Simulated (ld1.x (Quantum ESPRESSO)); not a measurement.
## silver: variants of one TM potential

Base potential:

```
Element                 : Ag
Generator               : ld1.x (Quantum ESPRESSO) 7.5
Type                    : norm-conserving Troullier–Martins (Kleinman–Bylander form)
Functional              : LDA (PZ)
Relativity              : fully relativistic
Frozen core             : [Kr]
Valence charge          : 11
Reference configuration : 4d10 5s1 5p0
Partial waves           : 5s (bound): rc 2.20 bohr; 5p (bound, empty): rc 3.70 bohr; 4d (bound): rc 2.00 bohr
Local potential         : all-electron potential smoothed inside 1.55 bohr (lloc = -2)
Core correction         : Bessel-smoothed model core, default radius (core density twice the valence density)
```

Open shells are filled in proportion to 2j + 1 (rel_dist='average').

Cutoffs, loose and tight: the cutoffs (Ry, on a coarse ladder) from which the occupation-weighted sum of valence levels, in a spherical-Bessel basis at the reference potential, stays within 10 and 1 mRy of its value at 400 Ry. They do not see the model core or the augmentation charge, which bear on the density cutoff. Test errors are all-electron minus pseudo excitation energies from the reference, over the configurations 4d10 5s0 5p0; 4d9 5s0 5p0; 4d8 5s0 5p0; 4d10 5s0 5p1; 4d7 5s0 5p0; 4d10 5s0.5 5p0; 4d9 5s1 5p0. A dash means not determined; rows that change the core or the reference have their own tests. The largest error is taken over the tests solved by every variant that gives reliable tests at all: 4d10 5s0 5p0; 4d10 5s0 5p1; 4d7 5s0 5p0; 4d8 5s0 5p0; 4d9 5s0 5p0.

A true bound ghost makes a file unfit for plane-wave use even where its test errors are small: the radial tests pick states by their node count and pass the ghost by. Where a test does run into it, the solver fails or the error is huge.

```tsv
change	outcome	cutoff, loose	cutoff, tight	bound ghosts	largest test error (meV)
base	generated	55 Ry	90 Ry	s	-809
wave 5s (bound): rc 2.20 bohr becomes 5s (bound): rc 1.74 bohr	generated	55 Ry	90 Ry	s	-890
wave 5s (bound): rc 2.20 bohr becomes 5s (bound): rc 2.00 bohr	generated	55 Ry	90 Ry	s	-827
wave 5s (bound): rc 2.20 bohr becomes 5s (bound): rc 2.26 bohr	generated	55 Ry	90 Ry	s	-809
wave 5s (bound): rc 2.20 bohr becomes 5s (bound): rc 2.44 bohr	generated	55 Ry	90 Ry	s	-819
wave 5s (bound): rc 2.20 bohr becomes 5s (bound): rc 2.80 bohr	generated	55 Ry	90 Ry	s	-887
wave 5s (bound): rc 2.20 bohr becomes 5s (bound): rc 3.04 bohr	generated	55 Ry	90 Ry	s	-968
```

Task: What comes out with this change to the base: wave 5s (bound): rc 2.20 bohr becomes 5s (bound): rc 3.26 bohr?

Result: outcome: generated; cutoff, loose: 55 Ry; cutoff, tight: 90 Ry; bound ghosts: s; largest test error (meV): -1083.

Task: What comes out with this change to the base: wave 5s (bound): rc 2.20 bohr becomes 5s (bound): rc 1.44 bohr?

Result: outcome: generated; cutoff, loose: 55 Ry; cutoff, tight: 120 Ry; bound ghosts: s; largest test error (meV): -963.

Reading the sweep of the s radius (base included, trends over the rows without a ghost): Bound ghosts are found at 1.44, 1.74, 2, 2.2, 2.26, 2.44, 2.8, 3.04, 3.26 bohr. Every judged row has one, so this setting neither creates nor removes them.
